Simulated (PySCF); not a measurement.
CH3F2GaO, SMILES C[O][Ga]([F])[F]. Atoms are numbered in the order given.

```xyz
8

Ga     0.1826     0.2326     0.2241
F      1.5692     1.2465     0.5575
F     -1.0933     0.1358     1.4330
O      0.0668    -0.6781    -1.2977
C     -1.0624    -1.5028    -1.5772
H     -1.5636    -1.1448    -2.5028
H     -0.7233    -2.5470    -1.7523
H     -1.8166    -1.5172    -0.7600
```
Charge 0, spin multiplicity 1.

Geometry optimised at PBE-D3(BJ)/def2-SVP. The structure was generated by enumeration; whether it is a known compound was not checked. The values are those of a single conformer.

Level of theory: PBE-D3(BJ)/def2-SVP run with PySCF 2.14.0.

Frequencies are harmonic and unscaled.

Computed harmonic wavenumbers and intensities:
```tsv
mode	ν (cm⁻¹)	IR (km/mol)	moving atoms (share of kinetic energy)
1	62	1.3	H 78 %, O 17 %
2	99	0.2	H 35 %, F 21 %, O 20 %, C 18 %
3	101	5.1	F 45 %, C 28 %, H 14 %, Ga 12 %
4	177	27.3	F 81 %, Ga 14 %
5	181	38.0	Ga 41 %, F 34 %, O 21 %
6	271	14.4	O 36 %, C 26 %, H 14 %, Ga 14 %, F 10 %
7	595	5.3	O 48 %, F 33 %, C 10 %
8	693	71.2	F 57 %, Ga 26 %, O 12 %
9	727	65.3	F 70 %, Ga 28 %
10	1072	175.2	O 48 %, C 42 %, H 9 %
11	1129	0.7	H 78 %, C 18 %
12	1156	9.1	H 67 %, C 20 %, O 13 %
13	1418	2.3	H 96 %
14	1419	16.9	H 89 %, C 10 %
15	1424	4.5	H 97 %
16	2933	67.9	H 98 %
17	3022	21.6	H 90 %, C 10 %
18	3023	22.4	H 90 %, C 10 %
```
